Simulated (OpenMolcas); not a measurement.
## Mo4+: effect of the IPEA shift

| Property | Result |
| --- | --- |
| Program | OpenMolcas |
| Basis | ANO-RCC-VTZP [7s6p4d2f1g] |
| Scalar Hamiltonian | DKH2, point nucleus |
| Active space | 2 electrons in 5 orbitals (4d) |
| State averaging | 2S+1 = 3 even, 10 roots; 2S+1 = 1 even, 15 roots |
| Spin-orbit coupling | state interaction with AMFI integrals over the reference wave functions, term energies averaged over their components |

Methods on the same reference wave functions:
A. CASSCF
B. SS-CASPT2, IPEA 0 Eh, imaginary shift 0.1 Eh (closed shells correlated: 4s 4p)
C. SS-CASPT2, IPEA 0.25 Eh, imaginary shift 0.1 Eh (closed shells correlated: 4s 4p)

Energies in cm⁻¹ above 4d² ³F₂, the measured ground level; measured values from Sugar and Musgrove, J. Phys. Chem. Ref. Data 17, 155 (1988).

```json
{"Level": "4d² ³F₂", "A": "0.0", "B": "0.0", "C": "0.0", "Measured": "0.0"}
{"Level": "4d² ³F₃", "A": "1486", "B": "1525", "C": "1527", "Measured": "1578"}
{"Level": "4d² ³F₄", "A": "3226", "B": "3260", "C": "3260", "Measured": "3357"}
{"Level": "4d² ¹D₂", "A": "12752", "B": "10080", "C": "10070", "Measured": "10190"}
{"Level": "4d² ³P₀", "A": "13828", "B": "11430", "C": "11770", "Measured": "11161"}
{"Level": "4d² ³P₁", "A": "14426", "B": "12050", "C": "12400", "Measured": "11807"}
{"Level": "4d² ³P₂", "A": "15960", "B": "13520", "C": "13800", "Measured": "13408"}
{"Level": "4d² ¹G₄", "A": "19289", "B": "17160", "C": "16960", "Measured": "16354"}
{"Level": "4d² ¹S₀", "A": "45317", "B": "38190", "C": "38080", "Measured": "37738"}
```

Deviations, from unrounded energies. A percentage is the sum of absolute deviations over the sum of measured energies, with the sign that they share, or ± where signs differ.

| Against measurement | Levels | A | B | C |
| --- | --- | --- | --- | --- |
| mean absolute deviation (cm-1) | 8 | 2600 | 270 | 350 |
| fine structure of the ground term (%) | 2 | -4.5 | -3.1 | -3.0 |
| other terms of the ground configuration (%) | 6 | +20.8 | ±2.0 | ±2.6 |

B lies closest to measurement on these levels and A furthest from it. The largest miss of B in the table is 4d² ¹G₄, by +810 cm-1. The ranking rests on the paired levels alone, and a cruder setting can come out closer through cancelling errors.

Between B and C the level of the table that moves most is 4d² ³P₁, by 340 cm-1 (lowest in B, highest in C). Moves below CASPT2's spread within the term are not significant.

The mean deviations of B to C differ by less than CASPT2's widest spread within a term (830 cm-1), so their order carries little weight.

From A to B the spin-free energies of the other terms of 4d² shown, above ³F, scale by factors of 0.75 to 0.87, as is usual when dynamic correlation screens the repulsion within a d or f shell.

The lowest spin-free term lies below A's lowest term by 0.271 hartree in B, 0.265 hartree in C.

Term energies are means over components that CASPT2 splits; among the terms shown or strongly mixed into the levels shown the widest spread is 830 cm-1 (4d² ¹G, B). Without dynamic correlation excited terms often stand tens of per cent too high (terms of higher spin than the ground term too low), and those without a measured partner can miss by more than the paired ones (holds for A). Computed and measured levels are paired by configuration, term and J; levels that our copy of the source lacks, or whose pairing is in doubt (as where it misses far off the trend of its configuration), stay unpaired and out of the deviations. Only configurations of the active space appear.
